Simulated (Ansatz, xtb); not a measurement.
## Relaxing a trial structure of FH3InOSi

The starting geometry of this gas-phase doublet was built from a drawn formula by distance geometry; its bonds are those of `[F][InH][O][SiH2]`.

```xyz
7

F    -2.6455   -1.5692    2.1099
In   -0.5416   -1.3123    1.8017
O    -0.0018   -2.3910    0.3342
Si   -0.1700   -2.4439   -1.3581
H     0.6823   -1.7339    3.1296
H    -0.4357   -3.8484   -1.7048
H     1.0987   -2.0575   -1.9076
```

Problem. Predict what becomes of its bonds when it is optimised with r2SCAN-D4/def2-SVP.

Solution. It keeps its bonds, and is `[F][InH][O][SiH2]`.

The energy falls by 1.12 eV over 20 steps:

```tsv
step	E − E(last) (eV)
1	1.120
3	0.079
5	0.034
7	0.015
9	0.008
12	0.003
14	0.002
16	0.000
18	0.000
20	0.000
```

Final geometry (Å):

| atom | x (Å) | y (Å) | z (Å) |
| --- | --- | --- | --- |
| F | -2.3577 | -1.8952 | 1.6922 |
| In | -0.4272 | -1.7651 | 1.9916 |
| O | 0.4454 | -2.0066 | 0.2193 |
| Si | -0.1331 | -2.2781 | -1.3171 |
| H | 0.3282 | -1.4858 | 3.4744 |
| H | -0.9084 | -3.5652 | -1.4035 |
| H | 1.0390 | -2.3604 | -2.2519 |

From the same start GFN2-xTB ends elsewhere, differing in F1–In2 (2.91 against 1.96 Å here), F1–Si4 (1.67 against 3.76 Å here).

No frequencies were run, so the end isn't proven a minimum. Open shells are spin-unrestricted. Atoms past krypton carry core potentials, without spin–orbit terms. Run with Ansatz 0.2.0, 57 s on 2 threads of Intel(R) Xeon(R) 6975P-C (Granite Rapids), on a shared host.
